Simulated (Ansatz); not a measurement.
Steps of a relaxation of ClGeH₆NO₂Si, SMILES `[OH][GeH2][NH][SiH](O)Cl` with RKS PBE0-D4/def2-TZVP.

```sh
$ ansatz run in.yaml --threads 2 --pin off --events-out ev --progress --plain --max-ram 22528MiB --backend cuda --devices 0, --max-vram 18GiB
```

```yaml
crystal:
  periodic: [false, false, false]
  atoms:
    - {symbol: O, position_ang: [-0.180890, 0.753540, 1.956330]}
    - {symbol: Ge, position_ang: [0.487260, 1.390640, 0.474950]}
    - {symbol: N, position_ang: [-0.246690, 0.427850, -0.874820]}
    - {symbol: Si, position_ang: [-0.310880, -1.302570, -0.939690]}
    - {symbol: O, position_ang: [0.404980, -1.909930, 0.371960]}
    - {symbol: Cl, position_ang: [0.688190, -2.009710, -2.519920]}
    - {symbol: H, position_ang: [-1.114930, 0.876960, 2.116590]}
    - {symbol: H, position_ang: [1.944360, 1.140450, 0.701290]}
    - {symbol: H, position_ang: [0.107810, 2.832550, 0.267880]}
    - {symbol: H, position_ang: [-0.452940, 0.913420, -1.730170]}
    - {symbol: H, position_ang: [-1.710480, -1.708740, -1.008300]}
    - {symbol: H, position_ang: [0.384210, -1.404450, 1.183890]}
basis:
  gaussian: {orbitals: def2-TZVP}
hamiltonian: {xc: pbe0, dispersion: d4}
relax: {f_tol: 0.005, max_steps: 150}
```

Positions (Å) and forces (eV/Å) along the path, 11 of 17 steps:

```xyz
12
step=1 energy=-82587.7530 eV
O    -0.181    0.754    1.956   -0.171   -0.621    1.043
Ge    0.487    1.391    0.475   -0.063    0.232   -0.586
N    -0.247    0.428   -0.875   -0.009   -0.844   -0.271
Si   -0.311   -1.303   -0.940   -0.374    1.270    0.590
O     0.405   -1.910    0.372    0.323   -0.295    0.306
Cl    0.688   -2.010   -2.520    0.354   -0.389   -0.841
H    -1.115    0.877    2.117   -0.156    0.074   -0.112
H     1.944    1.140    0.701    0.711   -0.075    0.025
H     0.108    2.833    0.268   -0.098    0.597   -0.116
H    -0.453    0.913   -1.730   -0.096    0.199   -0.109
H    -1.710   -1.709   -1.008   -0.295   -0.281   -0.233
H     0.384   -1.404    1.184   -0.126    0.134    0.302
12
step=5 energy=-82587.9256 eV
O    -0.067    0.608    1.972   -0.057    0.087   -0.101
Ge    0.528    1.369    0.452   -0.040   -0.012    0.058
N    -0.253    0.426   -0.910   -0.046    0.197   -0.121
Si   -0.310   -1.279   -0.942    0.059   -0.200    0.041
O     0.305   -1.813    0.469   -0.037   -0.003   -0.024
Cl    0.839   -2.080   -2.449   -0.035    0.042    0.075
H    -0.983    0.839    2.157    0.110   -0.034   -0.007
H     2.045    1.184    0.550   -0.040   -0.001   -0.002
H     0.064    2.833    0.349    0.022   -0.042    0.001
H    -0.619    0.956   -1.691    0.040   -0.065    0.161
H    -1.678   -1.774   -1.208    0.029    0.030   -0.017
H     0.129   -1.270    1.253   -0.006    0.003   -0.064
12
step=6 energy=-82587.9313 eV
O    -0.033    0.602    1.970   -0.072    0.064   -0.037
Ge    0.532    1.365    0.443    0.014   -0.042    0.006
N    -0.271    0.422   -0.907   -0.070    0.143   -0.087
Si   -0.310   -1.286   -0.948    0.080   -0.048    0.056
O     0.265   -1.818    0.481   -0.073   -0.006   -0.061
Cl    0.910   -2.068   -2.405   -0.032    0.002    0.019
H    -0.937    0.855    2.179    0.042   -0.033    0.033
H     2.046    1.178    0.512    0.018   -0.003   -0.006
H     0.067    2.826    0.354   -0.005    0.013   -0.008
H    -0.678    0.961   -1.660    0.044   -0.100    0.123
H    -1.668   -1.778   -1.267    0.026    0.000   -0.023
H     0.077   -1.257    1.249    0.028    0.009   -0.014
12
step=7 energy=-82587.9335 eV
O    -0.007    0.595    1.965   -0.019    0.068   -0.023
Ge    0.537    1.369    0.436   -0.043    0.017    0.016
N    -0.276    0.423   -0.903    0.008   -0.004    0.018
Si   -0.315   -1.285   -0.949   -0.032   -0.028    0.106
O     0.193   -1.832    0.496    0.044   -0.177   -0.204
Cl    0.948   -2.070   -2.361    0.026   -0.023   -0.056
H    -0.912    0.833    2.187    0.039   -0.030    0.016
H     2.053    1.192    0.487    0.018   -0.012   -0.004
H     0.059    2.827    0.359    0.008    0.003   -0.007
H    -0.709    0.949   -1.647   -0.001    0.037    0.004
H    -1.664   -1.764   -1.318    0.014   -0.009   -0.037
H     0.094   -1.237    1.248   -0.062    0.158    0.172
12
step=10 energy=-82587.9372 eV
O     0.021    0.624    1.980    0.007    0.007   -0.007
Ge    0.538    1.370    0.430   -0.015   -0.031    0.024
N    -0.311    0.412   -0.878   -0.006   -0.014   -0.018
Si   -0.314   -1.298   -0.959   -0.009    0.018   -0.004
O     0.143   -1.864    0.496    0.000   -0.013   -0.042
Cl    1.020   -2.039   -2.335    0.010    0.009    0.002
H    -0.863    0.894    2.243    0.008   -0.019   -0.003
H     2.053    1.171    0.451    0.009   -0.005   -0.010
H     0.079    2.833    0.340   -0.005    0.009   -0.011
H    -0.777    0.942   -1.598    0.006    0.000   -0.005
H    -1.632   -1.791   -1.412    0.013    0.011    0.021
H     0.043   -1.254    1.241   -0.018    0.027    0.054
12
step=11 energy=-82587.9373 eV
O     0.026    0.632    1.983    0.065   -0.035   -0.026
Ge    0.538    1.372    0.430   -0.011   -0.017    0.030
N    -0.313    0.412   -0.875   -0.008   -0.006   -0.014
Si   -0.314   -1.297   -0.958   -0.011    0.012   -0.021
O     0.141   -1.867    0.496    0.002   -0.027   -0.044
Cl    1.022   -2.036   -2.334    0.008    0.008    0.003
H    -0.862    0.884    2.241   -0.054    0.016    0.010
H     2.054    1.175    0.449    0.005   -0.007   -0.010
H     0.080    2.835    0.336   -0.006    0.003   -0.011
H    -0.777    0.941   -1.598    0.006   -0.002   -0.001
H    -1.632   -1.789   -1.413    0.009    0.008    0.016
H     0.037   -1.262    1.243   -0.006    0.048    0.069
12
step=13 energy=-82587.9380 eV
O     0.035    0.614    1.977   -0.012    0.009    0.002
Ge    0.538    1.370    0.427    0.005   -0.007    0.002
N    -0.314    0.415   -0.880   -0.014   -0.020   -0.004
Si   -0.317   -1.294   -0.955   -0.006   -0.006    0.020
O     0.127   -1.857    0.505   -0.009    0.006   -0.027
Cl    1.030   -2.035   -2.320    0.007    0.000   -0.003
H    -0.854    0.866    2.241    0.011   -0.003   -0.002
H     2.054    1.175    0.437    0.002    0.003   -0.001
H     0.073    2.832    0.342    0.000   -0.001    0.003
H    -0.773    0.942   -1.607    0.004    0.013   -0.004
H    -1.632   -1.787   -1.414    0.009    0.003    0.006
H     0.033   -1.241    1.247    0.003    0.003    0.008
12
step=14 energy=-82587.9381 eV
O     0.034    0.615    1.978    0.001   -0.002   -0.003
Ge    0.537    1.369    0.427    0.002    0.005    0.004
N    -0.317    0.415   -0.879   -0.013   -0.009   -0.006
Si   -0.318   -1.294   -0.955    0.004   -0.005    0.010
O     0.128   -1.857    0.504   -0.007    0.010   -0.010
Cl    1.030   -2.032   -2.321    0.004    0.000   -0.003
H    -0.854    0.869    2.242    0.001    0.000    0.000
H     2.054    1.174    0.436    0.001   -0.002    0.000
H     0.074    2.831    0.343    0.000    0.001    0.000
H    -0.770    0.943   -1.609    0.006    0.006    0.002
H    -1.632   -1.790   -1.413    0.000   -0.001    0.001
H     0.033   -1.242    1.247    0.002   -0.002    0.005
12
step=15 energy=-82587.9382 eV
O     0.036    0.614    1.978    0.004   -0.005    0.000
Ge    0.537    1.368    0.426    0.002    0.007    0.002
N    -0.323    0.415   -0.878   -0.010    0.004   -0.007
Si   -0.319   -1.294   -0.955    0.011   -0.008    0.003
O     0.123   -1.857    0.505   -0.006    0.011    0.004
Cl    1.035   -2.026   -2.317   -0.001    0.001    0.000
H    -0.850    0.869    2.245   -0.004    0.001    0.000
H     2.053    1.171    0.431    0.000   -0.001    0.000
H     0.075    2.831    0.344    0.001    0.000   -0.002
H    -0.767    0.944   -1.612    0.005    0.000    0.006
H    -1.630   -1.793   -1.416   -0.007   -0.004   -0.004
H     0.030   -1.240    1.248    0.004   -0.007   -0.001
12
step=16 energy=-82587.9382 eV
O     0.041    0.613    1.978    0.005    0.002   -0.004
Ge    0.536    1.368    0.425   -0.001   -0.003    0.001
N    -0.329    0.415   -0.875    0.002   -0.006    0.005
Si   -0.321   -1.295   -0.954   -0.005    0.005    0.001
O     0.113   -1.859    0.508    0.000    0.001   -0.002
Cl    1.042   -2.020   -2.312    0.005   -0.002   -0.002
H    -0.844    0.868    2.248   -0.004   -0.001    0.001
H     2.053    1.171    0.425    0.000    0.000   -0.001
H     0.075    2.831    0.344    0.000    0.000    0.001
H    -0.767    0.944   -1.613   -0.001    0.003   -0.003
H    -1.628   -1.797   -1.424    0.000    0.000    0.001
H     0.029   -1.240    1.249    0.000    0.000    0.001
12
step=17 energy=-82587.9383 eV
O     0.045    0.613    1.978   -0.001    0.001   -0.001
Ge    0.536    1.368    0.425   -0.001   -0.001    0.002
N    -0.333    0.415   -0.873    0.001   -0.004    0.002
Si   -0.323   -1.294   -0.954    0.000    0.001    0.000
O     0.107   -1.859    0.509   -0.001    0.000    0.001
Cl    1.046   -2.017   -2.307    0.000    0.000   -0.001
H    -0.842    0.864    2.248    0.001    0.000   -0.001
H     2.053    1.172    0.421    0.000    0.000    0.000
H     0.075    2.831    0.345    0.000    0.000    0.000
H    -0.766    0.944   -1.614   -0.001    0.001   -0.002
H    -1.628   -1.799   -1.427    0.001    0.001    0.000
H     0.028   -1.239    1.250    0.001    0.000   -0.001
```

It took 35 s on 2 threads of an AMD EPYC 7R13 on a shared host and a share of an NVIDIA H100 80 GB, with 0.97 GiB of host memory at the peak.
